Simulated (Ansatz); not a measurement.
`F[SiH](Cl)[GeH2][Cl]` + `[NH2][GeH3]` → `F[SiH](Cl)[NH][GeH3]` + `[Cl][GeH3]`  (cleavage of the Si–Ge bond)

Isolated molecules relaxed with PBE0-D4/def2-TZVP in Ansatz; ΔE leaves out vibrations. CCSD(T)/CBS is the MP2 limit (def2-TZVPP, def2-QZVPP) plus CCSD(T) − MP2 in def2-TZVPP, frozen cores. Functionals use def2-TZVPP. For Ge outer-core shells are correlated without core-valence functions, which leaves a few kJ/mol of doubt a bond. Scalar relativity is left out up to krypton. One conformer a species, not always the lowest.

`F[SiH](Cl)[GeH2][Cl]`:

Cartesian coordinates in Å:
```
F -1.996 -0.979 0.440
Si -0.552 -0.527 0.934
Cl -0.761 1.005 2.260
Ge 0.700 0.247 -0.946
Cl -0.312 2.014 -1.659
H 0.064 -1.673 1.641
H 0.731 -0.755 -2.110
H 2.125 0.667 -0.558
```

`[NH2][GeH3]`:

Z-matrix (Å, degrees):
```
Ge
N 1 1.843
H 1 1.536 2 106.9
H 1 1.548 2 114.5 3 -120.5
H 1 1.536 2 106.8 3 119.0
H 2 1.011 1 113.7 3 59.1
H 2 1.011 1 113.6 3 -176.9
```

`F[SiH](Cl)[NH][GeH3]`:

Z-matrix (Å, degrees):
```
Si
Cl 1 2.043
N 1 1.686 2 109.5
F 1 1.593 2 105.5 3 122.4
H 1 1.472 2 111.0 3 -122.6
Ge 3 1.849 1 127.2 2 -154.6
H 3 1.010 1 117.2 2 33.1
H 6 1.533 3 105.9 1 9.2
H 6 1.537 3 110.0 1 -110.7
H 6 1.536 3 108.8 1 128.9
```

`[Cl][GeH3]`:

```xyz
5

Cl    1.536    0.819    0.974
Ge   -0.124   -0.066   -0.078
H    -1.302    0.905    0.041
H    -0.423   -1.407    0.599
H     0.313   -0.251   -1.535
```

```json
{"level": "ωB97M-V", "ΔE (kJ/mol)": "-88.4"}
{"level": "SCS-MP2/def2-QZVPP", "ΔE (kJ/mol)": "-93.8"}
```

**Question.** What does CCSD(T)/CBS give? (Best estimate.)

**Answer.** The calculation gave: -86.9 kJ/mol. The listed levels differ from it by -1.5, -6.9 kJ/mol.

Largest T1 diagnostic among the species: 0.011.

From PBE to PBE0 (25 % exact exchange), in def2-TZVPP and without D4, ΔE moves by −9.1 kJ/mol. In def2-TZVPP, CCSD(T) changes the Hartree–Fock value by +13.4 kJ/mol (the triples alone add +1.8 kJ/mol) and MP2 by +9.3 kJ/mol.
